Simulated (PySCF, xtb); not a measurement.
System: H2Mg, singlet: symmetric bend, bond length relaxed. Scanned: H-Mg-H angle. Other coordinates (Mg-H bond length) were minimised at B3LYP/def2-TZVP.

Methods: B3LYP/cc-pVTZ (PySCF); CCSD on RHF/cc-pVTZ, 1 core orbital frozen (PySCF); GFN1-xTB (xtb).

Energies in eV, each method relative to its own lowest point.

| a / ° | B3LYP | CCSD | GFN1-xTB |
|---|---|---|---|
| 180 | 0.000 | 0.000 | 0.000 |
| 170 | 0.015 | 0.021 | ___ |
| 160 | 0.059 | 0.079 | ___ |
| 150 | 0.133 | 0.170 | ___ |
| 140 | 0.241 | 0.290 | ___ |
| 130 | 0.385 | 0.441 | 0.304 |
| 120 | 0.571 | 0.629 | 0.461 |
| 110 | 0.804 | 0.862 | ___ |
| 100 | 1.095 | 1.149 | 0.941 |
| 90 | 1.457 | 1.505 | 1.302 |
| 80 | 1.908 | 1.943 | 1.790 |
| 70 | 2.469 | 2.482 | 2.467 |
| 60 | 3.158 | 3.139 | 3.338 |

### Question
Some entries are withheld; supply them.

### Answer

- 170, GFN1-xTB: 0.010
- 160, GFN1-xTB: 0.045
- 150, GFN1-xTB: 0.102
- 140, GFN1-xTB: 0.187
- 110, GFN1-xTB: 0.668
